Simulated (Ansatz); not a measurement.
The inner images of a band of CHFSSi (5 atoms, charge 0, multiplicity 1) are given out of order.

All numbers below come from RKS PBE-D4/cc-pVDZ in Ansatz 0.2.0.

Initial state:

```xyz
5
Properties=species:S:1:pos:R:3
F -0.363 -1.704 1.474
Si -0.169 -0.567 0.300
C 0.656 0.979 0.045
S -1.486 0.263 -0.999
H 1.362 1.029 -0.820
```

Final state:

```xyz
5
Properties=species:S:1:pos:R:3
F -0.358 -1.967 1.143
Si -0.070 -0.350 0.917
C 0.077 1.417 0.775
S -0.439 0.529 -1.111
H 0.791 0.372 -1.722
```

Q: Put them in order from the first end to the last, with their energies above the first end.
A.
```xyz
5
Properties=species:S:1:pos:R:3
F -0.554 -1.745 1.373
Si 0.026 -0.504 0.462
C 0.892 1.067 0.282
S -1.061 0.284 -1.148
H 0.697 0.898 -0.968
```
B.
```xyz
5
Properties=species:S:1:pos:R:3
F -0.616 -1.792 1.304
Si 0.049 -0.463 0.586
C 0.913 1.097 0.548
S -0.841 0.315 -1.248
H 0.495 0.843 -1.190
```
C.
```xyz
5
Properties=species:S:1:pos:R:3
F -0.565 -1.869 1.241
Si 0.022 -0.416 0.708
C 0.624 1.250 0.748
S -0.683 0.302 -1.264
H 0.602 0.733 -1.434
```
D.
```xyz
5
Properties=species:S:1:pos:R:3
F -0.471 -1.725 1.432
Si -0.050 -0.551 0.361
C 0.763 1.047 0.164
S -1.275 0.276 -1.035
H 1.033 0.954 -0.922
```
E.
```xyz
5
Properties=species:S:1:pos:R:3
F -0.481 -1.933 1.219
Si -0.012 -0.397 0.818
C 0.307 1.341 0.778
S -0.545 0.396 -1.196
H 0.730 0.593 -1.619
```

A: D (+0.35 eV), A (+1.44 eV), B (+2.15 eV), C (+2.02 eV), E (+1.72 eV).

Run time: 100 s on 1 thread of Arm Neoverse V1 (shared host), peak memory 0.13 GiB.
